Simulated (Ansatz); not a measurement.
`[NH2][GaH2]`. Charge 0, multiplicity 1. The structure was optimised at the PBE0-D4/def2-TZVP level.

```xyz
6

N    -0.367   -0.220   -0.852
Ga    0.331    0.198    0.769
H    -0.493    0.442   -1.598
H    -0.674   -1.141   -1.112
H     0.752    1.685    0.990
H     0.450   -0.965    1.803
```

Q: What is the dipole moment at r2SCAN/def2-TZVPP? (An estimate is asked.)

A: Ansatz gave: 1.08 D, with components (-0.41, -0.25, -0.96) D in this frame, pointing from negative to positive charge.

Q: And with PBE, B3LYP, ωB97M-V? (Estimate.)

A: The calculation gave: PBE 1.14 D, B3LYP 1.01 D, ωB97M-V 0.93 D.

Q: Give the Mulliken charges with r2SCAN, ωB97M-V, B3LYP in def2-TZVPP. (Best estimate.)

A: Computed: 
```csv
atom,r2SCAN,ωB97M-V,B3LYP
N1,-0.45,-0.38,-0.39
Ga2,0.27,0.21,0.23
H3,0.16,0.12,0.14
H4,0.16,0.12,0.14
H5,-0.07,-0.04,-0.06
H6,-0.07,-0.04,-0.06
```

B3LYP here is the variant with VWN-RPA as its local correlation; programs differ in this.
